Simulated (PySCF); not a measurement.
## GaC: energy against distance

Set-up: PySCF, no relativity, basis sets Ga def2-SVPD, C def2-SVPD. Energies in eV from Ga + C in their ground configurations at the same level. State: ⁴Σ⁻ (quartet), unpaired electrons σ ↑, π ↑↑.

All columns are r²SCANh. A positive dipole means Ga(−)C(+).

```csv
R (Å),E (eV),μ (D),Mulliken charge on Ga (basis-dependent),HOMO (eV),LUMO (eV),Mayer bond order,⟨S²⟩
1.726,-2.743,-1.11,0.17,-6.09,-3.45,1.42,3.76
1.806,-3.121,-1.28,0.21,-6.13,-3.25,1.35,3.76
1.887,-3.323,-1.49,0.25,-6.17,-3.08,1.28,3.76
1.947,-3.392,-1.67,0.27,-6.18,-2.96,1.23,3.76
2.007,-3.407,-1.87,0.30,-6.19,-2.86,1.19,3.76
2.067,-3.382,-2.09,0.32,-6.19,-2.76,1.15,3.76
2.147,-3.302,-2.39,0.34,-6.16,-2.66,1.11,3.76
2.248,-3.151,-2.78,0.36,-6.09,-2.57,1.07,3.76
2.368,-2.925,-3.26,0.37,-5.83,-2.50,1.04,3.76
2.529,-2.594,-3.86,0.38,-5.53,-2.47,1.00,3.76
```

A fit through these points gives, at Re = 1.997 Å, μ = -1.84 D and dμ/dR = -3.43 D/Å; the reduced mass is 10.22 u.

Task: How strong is the fundamental in the double-harmonic approximation, I = 42.26·(dμ/dR)²/μred km/mol?

Result: I = 42.26·(-3.43)²/10.22 = 48.6 km/mol at r²SCANh.

Spin–orbit coupling is left out. The state was picked by a PBE0 search and need not be the measured ground state.
